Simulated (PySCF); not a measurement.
## Circular dichroism: `F[SiH2][C@H]1C[C@H](O[SiH3])O1`, C₃H₉FO₂Si₂

Geometry:
| atom | x (Å) | y (Å) | z (Å) |
| --- | --- | --- | --- |
| F1 | -3.646 | -0.794 | 0.448 |
| Si2 | -2.575 | 0.360 | 0.802 |
| C3 | -0.862 | -0.354 | 0.393 |
| C4 | -0.450 | -0.444 | -1.082 |
| C5 | 0.543 | 0.671 | -0.728 |
| O6 | 1.862 | 0.372 | -0.905 |
| Si7 | 2.802 | -0.225 | 0.295 |
| O8 | 0.142 | 0.669 | 0.633 |
| H9 | -2.715 | 0.630 | 2.222 |
| H10 | -2.900 | 1.468 | -0.082 |
| H11 | -0.617 | -1.254 | 0.968 |
| H12 | 0.047 | -1.369 | -1.364 |
| H13 | -1.208 | -0.185 | -1.816 |
| H14 | 0.344 | 1.645 | -1.202 |
| H15 | 2.961 | 0.735 | 1.383 |
| H16 | 4.001 | -0.430 | -0.504 |
| H17 | 2.266 | -1.483 | 0.827 |

The calculation used PySCF 2.14.0, TDDFT BHandHLYP/def2-SVPD circular dichroism and optical rotation, one conformer, gas phase. Geometry: GFN2-xTB.

The molecule is flexible and this is one conformer; a measurement averages over conformers.

Problem. Assign R or S to each stereocentre.

Solution. C3 S, C5 S.

Problem. Which excitations and rotatory strengths does the calculation give?

Solution. Rotatory strengths R in 10⁻⁴⁰ esu² cm², velocity form and length form (origin at the centre of mass); f in length form.
| state | E (eV) | λ (nm) | f | R (velocity) | R (length) | main |
| --- | --- | --- | --- | --- | --- | --- |
| 1 | 6.94 | 179 | 0.0006 | -3.3 | -2.7 | HOMO→LUMO 0.77, HOMO−1→LUMO 0.12 |
| 2 | 7.67 | 162 | 0.015 | -23.5 | -23.2 | HOMO−1→LUMO 0.45, HOMO→LUMO+1 0.13 |
| 3 | 7.95 | 156 | 0.009 | -2.2 | -1.9 | HOMO→LUMO+1 0.38, HOMO−1→LUMO+1 0.22 |
| 4 | 8.00 | 155 | 0.016 | +71.2 | +68.3 | HOMO→LUMO+1 0.28, HOMO−1→LUMO 0.22 |
| 5 | 8.40 | 148 | 0.019 | +25.2 | +22.4 | HOMO−1→LUMO+1 0.51, HOMO−1→LUMO+2 0.17 |
| 6 | 8.41 | 147 | 0.025 | +24.7 | +24.6 | HOMO→LUMO+2 0.37, HOMO→LUMO+4 0.18 |
| 7 | 8.58 | 144 | 0.003 | -17.9 | -16.8 | HOMO→LUMO+3 0.26, HOMO−2→LUMO 0.16 |
| 8 | 8.61 | 144 | 0.020 | -14.7 | -15.0 | HOMO−2→LUMO 0.24, HOMO→LUMO+3 0.21 |
| 9 | 8.75 | 142 | 0.003 | -6.1 | -5.7 | HOMO−2→LUMO+2 0.20, HOMO→LUMO+6 0.13 |
| 10 | 8.81 | 141 | 0.097 | +112.6 | +109.4 | HOMO−5→LUMO 0.17, HOMO−1→LUMO+4 0.14 |
| 11 | 8.85 | 140 | 0.010 | +22.2 | +21.8 | HOMO−1→LUMO+5 0.18, HOMO−1→LUMO+4 0.16 |
| 12 | 8.89 | 140 | 0.012 | -29.4 | -27.9 | HOMO−1→LUMO+3 0.31, HOMO→LUMO+3 0.14 |

Among the states computed, the strongest CD band (largest |R|) is state 10. The largest dissymmetry factor in size, g = 4R/(D+G), with D and G the electric and magnetic dipole strengths, is -0.075 for state 7 (velocity form, f = 0.003), among bands with |R| over 0.5. The mirror image has the same energies and oscillator strengths and all R with the opposite sign.
